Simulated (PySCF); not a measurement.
Electron correlation in Ag (silver, neutral)

[Kr] 4d9 5s1 6s1, high-spin 4D determinant (an excited configuration). All numbers are calculated (PySCF 2.14, scalar relativity through the core potential, in aug-cc-pwCVDZ-PP with ECP28MDF (6s6p5d3f, 70 functions)). Frozen: 4s2 4p6; 11 electrons correlated.

| level | correlation energy (mhartree) |
| --- | --- |
| CCSD | -303.70 |
| (T) | -7.31 |
| CCSD(T) | -311.01 |

Diagnostics: T1 = 0.012, D1 = 0.0520, largest double amplitude 0.042.

Q: Is a single reference adequate?

A: Yes, within this model without spin-orbit coupling: T1 lies below 0.03 and no double amplitude reaches 0.07.
